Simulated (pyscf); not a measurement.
H₂N–BH–NH–BH–NH–BH–NH₂, singlet

Gas-phase minimum from PySCF at ωB97X-D3(BJ)/def2-SVP, one conformer. 

```
N
H 1 1.0164
B 1 1.4309 2 116.29
N 3 1.4351 1 122.33 2 -8.43
H 4 1.0137 3 114.46 1 166.61
B 1 1.4400 2 117.49 3 174.05
N 6 1.4107 1 122.00 2 1.97
H 7 1.0105 6 121.96 1 -179.47
H 7 1.0125 8 113.64 6 -178.26
B 4 1.4405 5 114.44 3 179.34
N 10 1.4144 4 122.64 5 165.32
H 11 1.0109 10 121.25 4 -176.90
H 11 1.0123 12 113.76 10 -164.33
H 6 1.2104 7 118.71 8 0.77
H 3 1.2120 1 118.72 2 169.98
H 10 1.2141 11 118.08 12 2.52
```

Properties at ωB97X-D3(BJ)/def2-SVP:

| Property | Value |
|---|---|
| Harmonic wavenumbers, unscaled | 89, 106, 128, 209, 224, 277, 378, 432, 451, 486, 575, 614, 630, 670, 795, 841, 869, 921, 938, 955, 985, 1074, 1105, 1128, 1148, 1184, 1238, 1384, 1434, 1462, 1517, 1605, 1615, 2592, 2606, 2629, 3620, 3644, 3645, 3665, 3750, 3752 cm⁻¹ |
| Zero-point energy | 82.0 kcal/mol |
| Rotational symmetry number | 1 |
| Entropy of this conformer at 298 K and 1 atm, rigid rotor and harmonic oscillator, modes under 100 cm⁻¹ raised to 100 | 374.9 J/(mol K) |
| Dipole moment | 2.90 D |

Single-point totals, which compare only within one level:

```csv
level,total energy (hartree)
ωB97X-D3(BJ)/def2-TZVP,-299.47119
PBE/def2-TZVP,-298.92927
r²SCAN/def2-TZVP,-299.15521
B3LYP-D3(BJ)/def2-TZVP,-299.37687
PBE0-D3(BJ)/def2-TZVP,-298.97628
M06-2X/def2-TZVP,-299.21621
ωB97M-D3(BJ)/def2-TZVP,-299.42945
```

Soft torsions are taken as harmonic, which can shift the entropy by several J/(mol K).
